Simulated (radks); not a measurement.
Q: The mean radii <r> (bohr) of the occupied orbitals of an atom or ion are listed with their occupations. All-electron calculation, scalar-relativistic Kohn-Sham, SCAN, spin-unpolarised, spherical densities, finite nucleus; meta-GGA in the generalised Kohn-Sham scheme; Fermi nuclear charge, rms radius of each element as measured or else 0.836 A^(1/3) + 0.57 fm. Program: a radial shooting solver on a logarithmic mesh with Libxc functionals.

orbital  occ.      <r>
1s          2  0.03263
2s          2   0.1418
2p          6   0.1237
3s          2   0.3896
3p          6   0.3897
3d         10   0.3701
4s          2   0.9691
4p          6    1.053
4d          5    1.303

Name the element and its charge.

A: Z = 45, rhodium, charge +4: Rh4+ in [Kr] 4d5. The 1s radius gives Z: for a bare nucleus <r> = (2 gamma + 1)/(2Z) with gamma = sqrt(1 - (Z/c)^2), 0.0321 bohr for Z = 45, and screening makes it slightly larger (0.03263 here). The occupations add up to 41, and the charge is Z minus that.
